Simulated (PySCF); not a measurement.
**How methods differ on the interval between two levels of Ti**

Ti [Ar] 3d2 4s2 [3F4, M_J = 4] → Ti [Ar] 3d4 [5D4, M_J = 4], as a difference of total energies. All numbers are calculated (PySCF 2.14, the two-component X2C-1e Hamiltonian, in x2c-TZVPall-2c with one added diffuse shell each of s, p, d type (7s8p5d1f, 63 functions)). Correlated levels: [Ne] frozen; the 6 highest virtual spinors dropped. "Screened" scales the spin-orbit matrix elements by Boettger's factors to mimic the two-electron term; Breit and QED terms are absent.

```json
{"method": "GHF (spin-free)", "interval between two levels (cm⁻¹)": "369550"}
{"method": "GMP2 (spin-free)", "interval between two levels (cm⁻¹)": "371390"}
{"method": "GHF (screened spin-orbit)", "interval between two levels (cm⁻¹)": "369390"}
{"method": "GMP2 (screened spin-orbit)", "interval between two levels (cm⁻¹)": "371250"}
```

The labels give the starting determinants; with spin-orbit coupling the two ends relaxed to ⟨J²⟩ = 20.02, ⟨L²⟩ = 12.01, ⟨S²⟩ = 2.01 and ⟨J²⟩ = 20.00, ⟨L²⟩ = 6.00, ⟨S²⟩ = 6.00.
